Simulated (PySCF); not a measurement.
Computed shifts of a molecule C₂H₁₀ClNSi₂, B3LYP/pcSseg-1 run with PySCF, GIAO, gas phase, atoms alike by connectivity averaged where their shifts nearly agree, in ppm (number of nuclei): ¹³C: 36.3 (1), -0.1 (1). ¹⁵N: 58.7 (1). ²⁹Si: 4.2 (1), -70.0 (1). ¹H: 5.47 (1), 4.24 (3), 3.23 (3), 1.01 (1), 0.67 (2). References: ¹³C against TMS (σ = 181.3 ppm); ¹⁵N against NH3 (σ = 265.5 ppm); ²⁹Si against TMS (σ = 338.7 ppm); ³⁵Cl against HCl (σ = 933.3 ppm); ¹H against TMS (σ = 31.68 ppm), references at their B3LYP-D3(BJ)/def2-TZVP geometries, non-relativistic (without spin–orbit terms, shifts of atoms bonded to Cl or Br come out too high). The structure is a stationary point at PBE-D3(BJ)/def2-SVP. The values are those of a single conformer.

Which molecule gave these data?
A. CNC[SiH2][SiH2]Cl
B. CC[SiH2]N[SiH2]Cl
C. C[C@H](N[SiH3])[SiH2]Cl
D. CN[Si@@H](Cl)C[SiH3]

D, CN[Si@@H](Cl)C[SiH3]
